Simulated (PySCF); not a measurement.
4,4-difluorobut-1-yne (C4H4F2), SMILES C#CCC(F)F.

The structure is a stationary point at B3LYP-D3(BJ)/def2-SVP. One conformer was computed; it need not be the lowest.

These are PBE/def2-TZVP (PySCF) values and carry that method's errors.

```json
{
  "total_energy": "-354.20233 hartree",
  "highest_occupied_level": "-6.89 eV",
  "lowest_empty_level": "-0.41 eV",
  "orbital_gap": "6.47 eV",
  "dipole_moment": "1.58 D",
  "quadrupole, principal values (traceless, Buckingham form, about the centre of nuclear charge)": "-3.51, 0.63, 2.88 D·Å",
  "mean_static_polarisability": "47.8 bohr³ (7.08 Å³)",
  "polarisability_principal_values": "37.2, 39.3, 66.8 bohr³"
}
```
